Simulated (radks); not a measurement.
Values are calculated unless marked as measured or tabulated.
Task: Mo, configuration [Kr] 4d5 5s1 (the NIST ground configuration). Code: a radial shooting solver on a logarithmic mesh with Libxc functionals. Model: scalar-relativistic Kohn-Sham, r2SCAN, spin-polarised, spherical densities, finite nucleus; open shells are filled with parallel spins first (spin-orbit coupling, left out, can overturn this in heavy ions); meta-GGA in the generalised Kohn-Sham scheme; Fermi nuclear charge, rms radius 4.4091 fm. Some entries of the table are withheld. Estimate them.

orbital,occ.,eigenvalue (hartree),<r> (bohr)
1s down,1,-730.0212,0.03517
1s up,1,-730.0205,0.03517
2s up,1,-103.5327,0.1536
2s down,1,-103.5072,0.1536
2p up,3,-92.45595,0.1340
2p down,3,-92.43768,0.1339
3s up,1,-17.79226,0.4278
3s down,1,-17.78379,0.4279
3p up,3,-14.12892,0.4299
3p down,3,-14.11791,0.4299
3d up,5,-8.19025,(1)
3d down,5,-8.16927,(2)
4s up,1,-2.45627,1.118
4s down,1,-2.33355,1.106
4p up,3,-1.48775,1.250
4p down,3,-1.34682,1.230
5s up,1,-0.17936,3.418
4d up,5,-0.17709,1.955

Result: 
(1) 3d up <r> (bohr): 0.4153
(2) 3d down <r> (bohr): 0.4153
